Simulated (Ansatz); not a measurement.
```yaml
crystal:
  periodic: [false, false, false]
  atoms:
    - {symbol: N, position_ang: [-2.168721, -0.479667, -1.752313]}
    - {symbol: N, position_ang: [-0.483712, -0.348773, -3.449429]}
    - {symbol: N, position_ang: [-0.420630, -2.297724, -1.487489]}
    - {symbol: N, position_ang: [-0.339435, -0.300801, 0.051105]}
    - {symbol: N, position_ang: [1.356962, -0.314626, -1.683359]}
    - {symbol: N, position_ang: [-0.519290, -0.486188, 3.973763]}
    - {symbol: N, position_ang: [1.359903, -0.344433, 2.055841]}
    - {symbol: N, position_ang: [-0.453693, 1.375474, -1.665934]}
    - {symbol: N, position_ang: [1.458578, 1.510161, 0.148474]}
    - {symbol: N, position_ang: [-0.437950, 1.379021, 2.014479]}
    - {symbol: B, position_ang: [-1.356098, -1.362352, -2.636974]}
    - {symbol: B, position_ang: [-1.170612, 0.629921, -0.593871]}
    - {symbol: B, position_ang: [-1.482450, 0.536029, 3.130170]}
    - {symbol: B, position_ang: [0.412133, 0.702122, -2.573766]}
    - {symbol: B, position_ang: [0.570648, -1.232125, -0.733938]}
    - {symbol: B, position_ang: [0.578827, 0.510990, 0.994349]}
    - {symbol: B, position_ang: [2.424974, 0.338559, -0.779578]}
    - {symbol: B, position_ang: [0.428849, -1.318953, 3.005033]}
    - {symbol: B, position_ang: [0.463144, 2.405645, -0.730844]}
    - {symbol: H, position_ang: [-2.750622, 0.138358, -2.216353]}
    - {symbol: H, position_ang: [-2.996770, -0.991294, -1.007876]}
    - {symbol: H, position_ang: [-0.945462, 0.172921, -4.048075]}
    - {symbol: H, position_ang: [0.060081, -1.114311, -4.009804]}
    - {symbol: H, position_ang: [-0.746235, -2.784857, -1.077790]}
    - {symbol: H, position_ang: [0.176038, -2.873850, -2.040034]}
    - {symbol: H, position_ang: [-0.966552, -0.918395, 0.790491]}
    - {symbol: H, position_ang: [2.109808, -0.984448, -2.234733]}
    - {symbol: H, position_ang: [-1.086966, -1.070613, 4.379387]}
    - {symbol: H, position_ang: [0.042150, 0.082208, 4.538058]}
    - {symbol: H, position_ang: [2.033979, -1.118019, 1.513804]}
    - {symbol: H, position_ang: [2.023157, 0.211597, 2.569469]}
    - {symbol: H, position_ang: [-0.949025, 2.101377, -2.109319]}
    - {symbol: H, position_ang: [2.277695, 1.957605, 0.624095]}
    - {symbol: H, position_ang: [-0.954220, 1.994365, 1.474105]}
    - {symbol: H, position_ang: [0.133461, 1.974993, 2.633575]}
    - {symbol: H, position_ang: [-2.086426, -2.055940, -3.251463]}
    - {symbol: H, position_ang: [-2.019414, 1.236899, 0.054645]}
    - {symbol: H, position_ang: [-1.959489, -0.160245, 2.266335]}
    - {symbol: H, position_ang: [-1.996458, 1.311822, 3.843161]}
    - {symbol: H, position_ang: [1.061983, 1.176589, -3.353422]}
    - {symbol: H, position_ang: [1.268410, -2.118875, 0.032552]}
    - {symbol: H, position_ang: [3.041297, -0.163539, -0.061905]}
    - {symbol: H, position_ang: [3.093673, 1.336444, -1.434931]}
    - {symbol: H, position_ang: [-0.154188, -2.147822, 2.394017]}
    - {symbol: H, position_ang: [1.203340, -1.954436, 3.749665]}
    - {symbol: H, position_ang: [-0.265675, 3.119876, 0.021583]}
    - {symbol: H, position_ang: [1.264194, 3.099029, -1.516571]}
basis:
  gaussian: {orbitals: def2-SVP, fitting: {mean_field: def2-universal-jkfit}}
total_charge: 1
magnetization: {spin_polarized: true, initial_magnetization: 0}
hamiltonian: {xc: {name: r2SCAN50}, dispersion: d3bj}
scf: {omitted_lower_state_checks: [starts]}
```

```sh
$ ansatz run in.yaml --threads 2 --pin off --events-out ev --progress --plain --max-ram 22528MiB --backend cuda --devices 0, --max-vram 18GiB
```

Shortened log:

```
Warning: the engine holds no damping parameters fitted to this dispersion correction and functional, so the run takes those fitted to r2scan50 beside the three-body term, which d3bj leaves out (hamiltonian.dispersion, under Limitations)
Functional definition: r2SCAN50
1949 factors; integrals over basis functions are off by at most 2.9e-1 eV
mean field evaluation 1: about -21389.4870 eV, gradient 7.6e1 eV
mean field evaluation 2: about -21388.0698 eV, gradient 7.9e1 eV
mean field evaluation 4: about -21413.7836 eV, gradient 3.8e0 eV
mean field evaluation 8: about -21413.8608 eV, gradient 4.9e-2 eV
mean field evaluation 16: about -21413.8608 eV, gradient 2.9e-5 eV
mean field -21413.86079114 eV, -786.9448692383 hartree, gradient 2.9e-5 eV, S^2 0.000000; 0 other end points of the search recorded, 0 dependent functions left out
reference -21413.86080363 eV, -786.9448696973 hartree; 71, 71 occupied and 335, 335 virtual orbitals, 1949 factors
Total energy: -21414.68224126 eV, -786.9750569734 hartree
Checks for a lower state left out: starts
```

Run time 8.5 s (2 threads of AMD EPYC 7R13 on a shared host and a share (18 GiB) of an NVIDIA H100 80GB HBM3).
